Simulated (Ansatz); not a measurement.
Relaxation of AlF3H4Si (9 atoms, charge 0, multiplicity 1), to a largest force component of 0.03 eV/Å in at most 50 steps.

The calculation used RKS PBE/def2-SVP (Ansatz 0.2.0).

```xyz
9
Properties=species:S:1:pos:R:3
Al -0.029 0.404 0.006
F 0.008 0.687 1.659
F 1.387 0.280 -0.857
F -1.477 0.438 -0.809
Si 0.137 -2.887 1.212
H -0.647 -3.420 0.049
H 1.581 -3.270 1.092
H -0.451 -3.348 2.511
H 0.043 -1.401 1.208
```

Question: Where does it end, and by what steps?

Answer: The run converged. After 10 steps the energy has fallen by 0.280 eV; F3 moved furthest, 0.90 Å.

```
step  energy less start (eV)  largest force component (eV/Å)  accepted
   0                  0.0000                           0.539       yes
   1                 -0.0463                           0.954       yes
   2                 -0.1403                           0.645       yes
   3                 -0.1784                           0.129       yes
   4                 -0.2096                           0.241       yes
   5                 -0.2461                           0.212       yes
   6                 -0.2678                           0.233       yes
   7                 -0.2736                           0.178       yes
   8                 -0.2782                           0.067       yes
   9                 -0.2791                           0.057       yes
  10                 -0.2798                           0.012       yes
```

```xyz
9
Properties=species:S:1:pos:R:3
Al -0.070 0.128 0.216
F 0.308 1.276 1.365
F 1.166 -0.576 -0.676
F -1.614 0.071 -0.413
Si 0.180 -2.733 1.076
H -0.360 -2.972 -0.295
H 1.659 -2.893 1.191
H -0.564 -3.530 2.105
H -0.153 -1.288 1.503
```

Whether the end is a true minimum wasn't checked by a vibrational analysis.

Run time: 14 s on 2 threads of AMD EPYC 7R43 64-Core Processor (Zen 3), with other jobs on the host, peak memory 0.15 GiB.
